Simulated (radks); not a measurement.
Be+, configuration [He] 2s1.

Method: scalar-relativistic Kohn-Sham, PBE, spin-polarised, spherical densities, finite nucleus; open shells are filled with parallel spins first; Fermi nuclear charge, rms radius 2.519 fm; computed with a radial shooting solver on a logarithmic mesh with Libxc functionals.

Energy parts (hartree):
| part | energy |
|---|---|
| total | -14.30219 |
| kinetic | 14.25705 |
| electron-nucleus | -31.86810 |
| Hartree | 5.82970 |
| exchange-correlation | -2.52083 |

Orbitals (lengths in bohr, moments of r in powers of bohr):
| orbital | occ. | eigenvalue (hartree) | <r^2> | <r> |
|---|---|---|---|---|
| 1s up | 1 | -4.32986 | 0.2403 | 0.4198 |
| 1s down | 1 | -4.31110 | 0.2399 | 0.4196 |
| 2s up | 1 | -0.53193 | 5.964 | 2.254 |

The highest occupied level is 2s up at -14.474 eV. The electron density at the nucleus is 35.69 e/bohr^3 (large components only). The density falls to 0.001 e/bohr^3 at r = 3.43 bohr. The spin density at the nucleus is 0.9819 e/bohr^3 (1s 0.0185, 2s 0.9634).
